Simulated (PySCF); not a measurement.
**Electron correlation in F⁺ (fluorine, charge +1)**

[He] 2s1 2p5, high-spin 3P determinant (an excited configuration). Computed with PySCF 2.14 in def2-TZVPPD (6s4p3d1f, 40 functions), with no relativity, point nucleus. Frozen: nothing; 8 electrons correlated.

```
  level  correlation energy (mhartree)
   CCSD                        -221.51
    (T)                          -4.91
CCSD(T)                        -226.42
```

Diagnostics: T1 = 0.0058, D1 = 0.0152, largest double amplitude 0.048.

Problem. Is a single reference adequate?

Solution. Yes: T1 lies below 0.03 and no double amplitude reaches 0.07.

This basis was not built for core-valence correlation, so the inner-shell part is incomplete.
